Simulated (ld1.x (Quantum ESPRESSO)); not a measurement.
u(r) = r·R(r): atom against pseudo-atom (arsenic (As))

Columns: radius, all-electron u(r) and pseudo u(r) of the 3p shell (level -133.68 eV) of arsenic in the configuration [Ne] 3s2 3p6 3d10 4s2 4p3; PBE, scalar-relativistic, RRKJ scheme, ld1.x (Quantum ESPRESSO) 7.5.

| r (bohr) | all-electron | pseudo |
| --- | --- | --- |
| 0.060 | 0.5400 | -0.0487 |
| 0.120 | 0.7203 | -0.1868 |
| 0.180 | 0.3735 | -0.3924 |
| 0.240 | -0.1610 | -0.6337 |
| 0.300 | -0.6580 | -0.8758 |
| 0.360 | -1.0271 | -1.0872 |
| 0.420 | -1.2544 | -1.2443 |
| 0.480 | -1.3602 | -1.3354 |
| 0.540 | -1.3747 | -1.3596 |
| 0.600 | -1.3274 | -1.3259 |
| 0.660 | -1.2418 | -1.2485 |
| 0.720 | -1.1356 | -1.1437 |
| 0.780 | -1.0209 | -1.0265 |
| 0.840 | -0.9059 | -0.9081 |
| 0.900 | -0.7957 | -0.7960 |
| 0.960 | -0.6932 | -0.6932 |
| 1.020 | -0.5999 | -0.5999 |
| 1.080 | -0.5164 | -0.5164 |
| 1.140 | -0.4425 | -0.4425 |
| 1.200 | -0.3778 | -0.3778 |
| 1.260 | -0.3215 | -0.3215 |
| 1.320 | -0.2729 | -0.2729 |
| 1.380 | -0.2311 | -0.2311 |
| 1.440 | -0.1953 | -0.1953 |
| 1.500 | -0.1649 | -0.1649 |
| 1.560 | -0.1389 | -0.1389 |

**Question.** How many radial nodes do the two functions have?

**Answer.** The all-electron 3p function has n − l − 1 = 1; the pseudo-wave has 0, since the states of the same l below it are removed with the core.

**Question.** At about which radius was the pseudo-wave matched?

**Answer.** 0.95 bohr, where the columns begin to agree (steps of 0.06 bohr).

**Question.** Is the pseudo-wave norm-conserving?

**Answer.** Yes: the RRKJ scheme keeps the norm inside the radius equal to the all-electron one, which fixes the energy derivative of the logarithmic derivative at the level.
